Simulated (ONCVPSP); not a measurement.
## Before and after: ONCV potential for lead

```
Element                 : lead
Generator               : ONCVPSP 4.0.1
Type                    : optimised norm-conserving Vanderbilt (ONCV)
Functional              : PBE
Relativity              : scalar-relativistic
Frozen core             : [Kr] 4d10 4f14
Valence charge          : 22
Reference configuration : 5s2 5p6 5d10 6s2 6p1 (charge +1)
Partial waves           : 5s+6s: rc 1.40 bohr, ncon 3, nbas 8, qcut 6.8 1/bohr, 2 projectors; 5p+6p: rc 1.25 bohr, ncon 4, nbas 7, qcut 10.1 1/bohr, 3 projectors, debl 2.3 Ha; 5d: rc 1.60 bohr, ncon 4, nbas 9, qcut 11.7 1/bohr, 2 projectors, debl 3.6 Ha
Local potential         : polynomial inside 0.80 bohr (lpopt 5, dvloc0 0 Ha)
Core correction         : polynomial model core, fcfact 0.6
```

Change: reference 5s2 5p6 5d10 6s1.75 6p2.25; d: rc 1.25, qcut 15.

Cutoffs: the cutoffs (Ha) at which the residual kinetic energy of the hardest occupied pseudo-wave falls to 1 and 0.1 mHa per electron; they do not see the model core or the augmentation charge, which bear on the density cutoff. Errors are all-electron minus pseudo energies relative to the spin-unpolarised reference configuration.

**Question.** What does the change do?

**Answer.** The potential gets neither clearly harder nor softer (41 Ha and 52 Ha → 44 Ha and 57 Ha); both files keep a bound ghost (s).

```csv
quantity,base,changed
"cutoff, loose",41 Ha,44 Ha
"cutoff, tight",52 Ha,57 Ha
loose cutoff by channel,"s 21 Ha, p 41 Ha, d 26 Ha","s 21 Ha, p 41 Ha, d 44 Ha"
bound ghosts,s,s
GHOST(+) flags under 300 eV,none,none
"largest error over its own tests, meV",-22,-11
s: phases at 1.42 bohr within 0.05 rad from the reference energy up to (Ha; the scan ends near 5),to the end of the scan,to the end of the scan
p: phases at 1.27 bohr within 0.05 rad from the reference energy up to (Ha; the scan ends near 5),to the end of the scan,to the end of the scan
"rms error of d²Exc/dni dnj with the model core, mHa",2.07,2.10
```

 A true bound ghost makes a file unfit for plane-wave use even where its test errors are small: the radial tests pick states by their node count and pass the ghost by.
